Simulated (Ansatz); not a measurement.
Ansatz (a first-principles code) input (CCSD(T)/aug-cc-pV(D+d)Z):
A basis named .json is the Basis Set Exchange file of that set.

Ansatz 0.2 input:
```yaml
crystal:
  periodic: [false, false, false]
  atoms:
    - {symbol: Si, position_ang: [0.14752420, -0.00477802, -0.03679571]}
    - {symbol: C, position_ang: [1.80796775, 0.04281787, -0.62696282]}
    - {symbol: C, position_ang: [-0.98291446, -0.95561103, -1.24896905]}
    - {symbol: C, position_ang: [-0.88382318, 1.59774488, 0.30277397]}
    - {symbol: N, position_ang: [0.00374301, -0.78111865, 1.56487408]}
    - {symbol: H, position_ang: [2.01408955, -0.04005818, -1.69305407]}
    - {symbol: H, position_ang: [2.59668840, 0.55018362, -0.07144560]}
    - {symbol: H, position_ang: [-1.01727925, -0.46242962, -2.22597249]}
    - {symbol: H, position_ang: [-2.00633814, -1.02080122, -0.86572184]}
    - {symbol: H, position_ang: [-0.61053583, -1.97215152, -1.39779625]}
    - {symbol: H, position_ang: [-1.86249419, 1.39543036, 0.75972767]}
    - {symbol: H, position_ang: [-1.05688945, 2.13639213, -0.63395233]}
    - {symbol: H, position_ang: [-0.33219014, 2.27236462, 0.96667952]}
    - {symbol: H, position_ang: [-0.33123973, -0.20191734, 2.32374258]}
    - {symbol: H, position_ang: [0.86726836, -1.23200011, 1.83776174]}
basis:
  gaussian:
    orbitals: aug-cc-pV_D+d_Z.json
total_charge: -1
magnetization: {spin_polarized: false}
correlation: {method: ccsd_t, electrons: outside_noble_gas}
output: {forces: true}
```

End of the output:

```
mean field evaluation 8: about -12594.2299 eV, gradient 1.2e-3 eV
mean field evaluation 16: about -12594.1931 eV, gradient 2.7e-1 eV
mean field evaluation 32: about -12587.6680 eV, gradient 4.0e-2 eV
mean field -12594.22987765 eV, -462.8294113281 hartree, gradient 2.1e-6 eV, S^2 0.000000; 0 other end points of the search recorded, 0 dependent functions left out
9 core orbitals not correlated
reference -12594.22987765 eV, -462.8294113281 hartree; 16, 16 occupied and 189, 189 virtual orbitals, 2128 factors
densities: 9.21 GiB planned
second order -21.00027801 eV of doubles, -0.00000000 eV of singles
coupled cluster: 6.89 GiB planned
cycle   1  -22.02583949 eV  change    -1.0e0 eV  update   1.1e-1
cycle   2  -22.54228765 eV  change   -5.2e-1 eV  update   3.1e-2
cycle   3  -22.67066186 eV  change   -1.3e-1 eV  update   1.9e-2
cycle   4  -22.67708536 eV  change   -6.4e-3 eV  update   5.9e-3
cycle   5  -22.67335344 eV  change    3.7e-3 eV  update   4.1e-3
cycle   6  -22.67295815 eV  change    4.0e-4 eV  update   2.1e-3
cycle   7  -22.67312214 eV  change   -1.6e-4 eV  update   1.0e-3
cycle   8  -22.67295459 eV  change    1.7e-4 eV  update   5.0e-4
cycle   9  -22.67293012 eV  change    2.4e-5 eV  update   1.9e-4
cycle  10  -22.67304521 eV  change   -1.2e-4 eV  update   8.3e-5
cycle  11  -22.67299331 eV  change    5.2e-5 eV  update   4.2e-5
cycle  12  -22.67298016 eV  change    1.3e-5 eV  update   2.0e-5
cycle  13  -22.67297945 eV  change    7.1e-7 eV  update   1.1e-5
cycle  14  -22.67297444 eV  change    5.0e-6 eV  update   6.6e-6
cycle  15  -22.67297625 eV  change   -1.8e-6 eV  update   3.8e-6
cycle  16  -22.67297758 eV  change   -1.3e-6 eV  update   2.3e-6
perturbative correction -0.81990196 eV, -0.0301308412 hartree
the calculation of the forces begins
1.25 GiB of device memory are held for the factors and their scratch space
Total energy: -12617.72275719 eV, -463.6927587272 hartree
Atom 0 at     0.147524    -0.004778    -0.036796 Å, force    -0.554750     0.170206    -0.097796 eV/Å
Atom 1 at     1.807968     0.042818    -0.626963 Å, force     0.196640    -0.140400    -0.001843 eV/Å
Atom 2 at    -0.982914    -0.955611    -1.248969 Å, force     0.243628     0.188569     0.236948 eV/Å
Atom 3 at    -0.883823     1.597745     0.302774 Å, force     0.190255    -0.341404    -0.052383 eV/Å
Atom 4 at     0.003743    -0.781119     1.564874 Å, force    -0.245606    -0.258289    -0.059081 eV/Å
Atom 5 at     2.014090    -0.040058    -1.693054 Å, force     0.107520    -0.062626    -0.549529 eV/Å
Atom 6 at     2.596688     0.550184    -0.071446 Å, force     0.411195     0.235189     0.290784 eV/Å
Atom 7 at    -1.017279    -0.462430    -2.225972 Å, force    -0.016673     0.228068    -0.456027 eV/Å
Atom 8 at    -2.006338    -1.020801    -0.865722 Å, force    -0.471010    -0.023563     0.184649 eV/Å
Atom 9 at    -0.610536    -1.972152    -1.397796 Å, force     0.164778    -0.483658    -0.075020 eV/Å
Atom 10 at    -1.862494     1.395430     0.759728 Å, force    -0.426465    -0.115329     0.204589 eV/Å
Atom 11 at    -1.056889     2.136392    -0.633952 Å, force    -0.083753     0.257409    -0.441054 eV/Å
Atom 12 at    -0.332190     2.272365     0.966680 Å, force     0.254768     0.316240     0.305548 eV/Å
Atom 13 at    -0.331240    -0.201917     2.323743 Å, force    -0.111011     0.231784     0.330946 eV/Å
Atom 14 at     0.867268    -1.232000     1.837762 Å, force     0.340483    -0.202195     0.179269 eV/Å
Dipole moment:    -0.750721     0.168787     0.352435 e Å
```

It need not be the lowest isomer of its formula. Whether it binds its extra electron was not tested at this geometry.
